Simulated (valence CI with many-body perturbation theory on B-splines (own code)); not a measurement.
# Sensitivity of CI+MBPT for Cu¹⁶⁺

Computed by configuration interaction combined with many-body perturbation theory (CI+MBPT): three valence electrons over a frozen Dirac-Fock core [Ne], radial functions for each j: 6 s, 6 p, 5 d, 3 f, 1 g, with the one-electron correlation potential Σ1, the two-electron term Σ2, the three-electron term Σ3, Breit, model QED; selected CI, second order for the rest, scaled by the run's own slope (own B-spline code, finite nucleus).

No measured spectrum was set against this ion. As an estimate, levels of excited configurations hold to 0.05 to 0.15 % of their energy, terms of the ground configuration to about 0.5 %.

The reference run has the lowest level 3s²3p ²P°_1/2 and an ionisation energy of 556.528 eV. Its largest variational space holds 2937 state functions.

Names give the largest LS component (configuration and term), which can be under half, so a name can repeat, a term be missing and a line seem to break the LS rules; names also repeat where a configuration has a term twice.

Changed runs:
A. natural orbitals for correlation on → off
B. size limit of the variational space 10000 → 1500; second order for the rest on → off
C. logarithmic knot step 0.27 → 0.2
D. logarithmic knot step 0.27 → 0.8 (bad on purpose)

Excitation energies of the reference run in cm⁻¹, and shifts in cm⁻¹:

```
                 Level  Reference       A         B         C        D
         3s²3p ²P°_3/2      33248     -11       +29      +0.7     +2.7
          3s3p² ⁴P_1/2     276977    -937      -0.3      +5.3      -96
          3s3p² ⁴P_3/2     291597    -993       +16      +5.6      -94
          3s3p² ⁴P_5/2     307513    -943       +13      +5.9      -93
          3s3p² ²D_3/2     372302    +173       +34      +5.3      -85
          3s3p² ²D_5/2     377855    +114       +39      +5.5      -85
          3s3p² ²S_1/2     445257   +1458      +0.8      +5.6      -97
          3s3p² ²P_1/2     480518   +1366      +0.8      +6.2      -96
          3s3p² ²P_3/2     490935   +1155       +70      +6.3      -98
          3s²3d ²D_3/2     574513   +1666       +73      +1.8     -0.5
          3s²3d ²D_5/2     578580   +1641       +78      +1.7     -0.3
           3p³ ²D°_3/2     707210    -370       +38       +10     -173
Ionisation energy (eV)    556.528  -0.130  -7.1e-05  +0.00027  -0.0029
```
